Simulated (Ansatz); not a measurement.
The cluster B₆P₆, relaxed as a singlet with RKS PBE-D4/def2-SVP in Ansatz, starting from the GFN1-xTB geometry. Force threshold 0.03 eV/Å.

The structure comes from a short search, and lower isomers may exist.

Start:

```tsv
atom	x (Å)	y (Å)	z (Å)
B1	-1.490	-0.442	-1.479
B2	1.169	-0.413	-0.468
B3	-0.478	1.052	0.450
B4	-0.141	-0.574	1.196
B5	1.366	-0.316	1.281
B6	0.944	1.688	0.508
P7	-0.019	-1.642	-1.459
P8	-1.253	-1.991	0.388
P9	2.368	1.050	-0.846
P10	-2.084	1.195	-0.550
P11	2.609	1.225	1.343
P12	-2.992	-0.832	-0.367
```

| step | energy (eV) | largest force component (eV/Å) | SCF passes |
| --- | --- | --- | --- |
| 1 | -59737.7442 | 1.940 | 28 |
| 2 | -59738.2360 | 0.705 | 27 |
| 3 | -59738.6030 | 1.041 | 27 |
| 4 | -59738.8493 | 0.834 | 27 |
| 5 | -59739.0068 | 0.601 | 27 |
| 6 | -59739.0629 | 0.333 | 22 |
| 7 | -59739.0731 | 0.101 | 23 |
| 8 | -59739.0772 | 0.070 | 23 |
| 9 | -59739.0775 | 0.067 | 24 |
| 10 | -59739.0781 | 0.013 | 25 |

Force components are those of the run's own axes.

End:

```xyz
12

B    -1.5768   -0.3917   -1.3172
B     1.0378   -0.3417   -0.3902
B    -0.3664    0.9459    0.5259
B    -0.0902   -0.7638    0.9686
B     1.0462    0.2001    1.4070
B     1.1120    1.5874    0.2048
P    -0.0323   -1.4643   -1.6506
P    -1.1929   -2.1588    0.2376
P     2.6017    0.7037   -0.7724
P    -2.0387    1.2065   -0.3472
P     2.5659    1.3801    1.4302
P    -3.0662   -0.9034   -0.2967
```

Bonds formed: B3–B5, B5–B6 (atoms count from 1).

No frequencies were taken in this run, so the end may be a saddle point.

Run time 34 s (4 threads of Arm Neoverse V1 on a shared host).
